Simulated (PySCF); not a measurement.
Vertical excitations of a molecule C₆H₅Cl from TDA-CAM-B3LYP/def2-SVPD (PySCF), as energy in eV (oscillator strength): 5.38 (0.002), 6.19 (0.083), 6.63 (0.001), 7.26 (0.012), 7.29 (0.000), 7.33 (0.542), 7.38 (0.951), 7.46 (0.000), 7.72 (0.008), 7.77 (0.007). Lowest triplet (TDA): 3.99 eV. Coordinates come from a PBE0-D3(BJ)/def2-SVP optimisation. Other conformers were not sampled.

Q: Identify the compound among the candidates.
A. Clc1ccccc1
B. C=C1C=CC=C1Cl
C. C#CC(=C)/C=C/Cl
D. ClC=C1C=CC=C1

A: A, Clc1ccccc1
